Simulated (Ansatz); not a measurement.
Cl$_{3}$In (SMILES [Cl][In]([Cl])[Cl]), singlet, geometry from GFN2-xTB (such geometries of metal compounds can be far from the true shape) (all electrons, no relativity); B3LYP5/STO-3G (Ansatz, a program for electronic structure).

Here is a job for Ansatz.
Ansatz 0.2 input:
```yaml
crystal:
  periodic: [false, false, false]
  atoms:
    - {symbol: In, position_ang: [-0.00000000, -0.00000000, 0.00000000]}
    - {symbol: Cl, position_ang: [2.24449596, -0.20389963, -0.44000345]}
    - {symbol: Cl, position_ang: [-0.90325628, -1.01151285, 1.85308124]}
    - {symbol: Cl, position_ang: [-1.34123968, 1.21541248, -1.41307779]}
basis:
  gaussian:
    orbitals: STO-3G
hamiltonian:
  xc: b3lyp5
```

Write the output that Ansatz gives for this input, abridged.


```
Functional definition: B3LYP5
657 factors; integrals over basis functions are off by at most 2.4e-5 eV
mean field evaluation 1: about -191843.0111 eV, gradient 2.6e1 eV
mean field evaluation 2: about -191843.4663 eV, gradient 2.5e1 eV
mean field evaluation 4: about -191846.7631 eV, gradient 1.3e-1 eV
mean field evaluation 8: about -191846.7613 eV, gradient 9.0e-4 eV
mean field -191846.76125147 eV, -7050.2384375863 hartree, gradient 2.9e-5 eV, S^2 0.000000; 0 other end points of the search recorded, 0 dependent functions left out
reference -191846.76142800 eV, -7050.2384440738 hartree; 50, 50 occupied and 4, 4 virtual orbitals, 657 factors
Total energy: -191846.76142800 eV, -7050.2384440738 hartree
```
